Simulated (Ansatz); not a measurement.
`C#C[B]C` radical. Charge 0, multiplicity 2. The structure was optimised at the PBE0-D4/def2-TZVP level.

```xyz
8

C    -2.110    0.224    1.286
C    -1.039   -0.056    0.772
B     0.244   -0.500    0.248
C     1.281   -0.136   -0.822
H    -3.043    0.459    1.744
H     0.817    0.195   -1.758
H     1.837    0.729   -0.432
H     2.013   -0.916   -1.037
```

**Question.** What is the dipole moment at ωB97M-V/def2-TZVPP? (Estimate.)

**Answer.** Ansatz gave: 0.85 D, with components (-0.04, 0.69, -0.51) D in this frame, pointing from negative to positive charge.

**Question.** And with PBE, r2SCAN, B3LYP? (Estimate.)

**Answer.** Computed: PBE 0.87 D, r2SCAN 0.83 D, B3LYP 0.82 D.

**Question.** Give the Mulliken charges with ωB97M-V, PBE, r2SCAN in def2-TZVPP. (An estimate is asked.)

**Answer.** Ansatz gave: 
```tsv
atom	ωB97M-V	PBE	r2SCAN
C1	-0.05	-0.14	-0.13
C2	-0.19	-0.06	-0.12
B3	-0.07	-0.08	-0.05
C4	-0.32	-0.30	-0.20
H5	0.25	0.22	0.25
H6	0.13	0.12	0.08
H7	0.12	0.12	0.08
H8	0.13	0.12	0.08
```

B3LYP here is the variant with VWN-RPA as its local correlation; programs differ in this.
